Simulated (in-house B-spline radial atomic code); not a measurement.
Checks on a self-consistent run for the bromine ion Br¹⁸⁺, [Ne] 3s2 3p5. Level of theory: non-relativistic Hartree-Fock, average of configuration, point nucleus; calculated with an all-electron radial atomic-structure program (B-spline basis).

| orbital | q | ε (Eh) | <1/r> | <r²> |
| --- | --- | --- | --- | --- |
| 1s | 2 | -515.50206 | 34.496 | 0.00255526 |
| 2s | 2 | -90.30109 | 7.74726 | 0.0429233 |
| 2p | 6 | -83.74378 | 7.6773 | 0.0333033 |
| 3s | 2 | -30.39114 | 2.91462 | 0.276093 |
| 3p | 5 | -28.02230 | 2.84755 | 0.267623 |

Electron-electron repulsion V_ee = 480.5610 hartree, kinetic energy T = 2395.5238 hartree.

Task: What total energy follows from the eigenvalues?

Result: The eigenvalues count the repulsion twice, so E = Σqε - V_ee = -1914.963 - 480.561 = -2395.524 hartree; the run printed -2395.524.

Task: What is the virial ratio?

Result: -V/T = (T - E)/T = 2.000000; at the Hartree-Fock limit it is 2.

Task: What diamagnetic shielding (Lamb formula) and susceptibility (Langevin formula) do the radii give?

Result: σ = (α²/3)Σq<1/r> = 150.617/(3·137.036²) = 2673.5 ppm, and χ = -0.79199×10⁻⁶·Σq<r²> = -1.727×10⁻⁶ cm³/mol with Σq<r²> = 2.1811 bohr². Both are non-relativistic formulas without the paramagnetism of open shells.
